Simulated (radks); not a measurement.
Results of a calculation; reference values are marked as such.
Effect of the nuclear size on the gadolinium ion Gd+, [Xe] 4f7 5d1 6s1. Code: a radial shooting solver on a logarithmic mesh with Libxc functionals. Model: Dirac Kohn-Sham, LDA (Slater exchange, Perdew-Wang correlation), spin-unpolarised, spherical densities, finite nucleus; open shells are shared between the two j in proportion to 2j + 1; Fermi nuclear charge, rms radius 5.1569 fm. The rms radius is varied about that value; shifts are against it.

rms radius (fm),total energy shift (eV),density at nucleus (e/bohr^3),1s1/2 shift (meV),2s1/2 shift (meV),5p1/2 shift (meV),6s1/2 shift (meV),5d5/2 shift (meV),6p1/2 (empty) shift (meV),7s1/2 (empty) shift (meV)
4.2596,-6.72,6.572e+05,-2770,-357,0.234,-0.288,0.150,0.070,-0.047
4.8423,-2.46,6.36e+05,-1020,-131,0.086,-0.106,0.055,0.026,-0.017
5.1569,0,6.259e+05,0.000,0.000,0.000,0.000,0.000,0.000,0.000
5.6262,3.89,6.122e+05,1600,206,-0.135,0.167,-0.087,-0.040,0.027
6.2605,9.54,5.958e+05,3930,506,-0.332,0.410,-0.213,-0.099,0.066

Slopes of the eigenvalues against <r^2> in GHz/fm^2, as finite differences over the two radii next to the reference (eigenvalue slopes, not the field-shift constants of lines): 1s1/2 77200, 2s1/2 9940, 5p1/2 -6.51, 6s1/2 8.04, 5d5/2 -4.18, 6p1/2 (empty) -1.94, 7s1/2 (empty) 1.30.
